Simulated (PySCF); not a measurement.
B3LYP has the VWN-RPA correlation part, as in Gaussian. 

H3Ge, SMILES `[GeH3]` (charge 0, multiplicity 2)

All values below come from B3LYP-D3(BJ)/def2-TZVP run with PySCF.

```yaml
highest_occupied_spin_orbital: -6.05 eV
dipole_moment: 0.11 D
total_energy: -2078.8009 Ha
cost: very roughly 27 core-seconds
```

Bond lengths (Å): Ge1–H2 1.543, Ge1–H3 1.543, Ge1–H4 1.543. Angles (°): H2–Ge1–H3 110.7, H2–Ge1–H4 110.7, H3–Ge1–H4 110.7.
Charge 0, spin multiplicity 2.
